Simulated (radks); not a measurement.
Results of a calculation; reference values are marked as such.
These are the eigenvalues of the occupied orbitals of an atom or ion with whole-number occupations (Ry). Code: a radial shooting solver on a logarithmic mesh with Libxc functionals. Model: non-relativistic Kohn-Sham, LDA (Slater exchange, Perdew-Wang correlation), spin-unpolarised, spherical densities, point nucleus.

1s: -429.3413
2s: -49.81790
2p: -42.64192
3s: -6.86142
3p: -4.86204
3d: -1.71158

Which element is it, and in what charge state? The configuration may be excited.

Answer. Z = 24, chromium, charge +2: Cr2+ in [Ar] 3d4. The list shows which subshells hold electrons but not how many an open one holds; the 1s level, -214.67 hartree, gives Z - s = 20.7 by -(Z - s)^2/2, which with screening narrows Z to a few neighbours, and the depths of the outer levels then fix element, charge and occupations together.
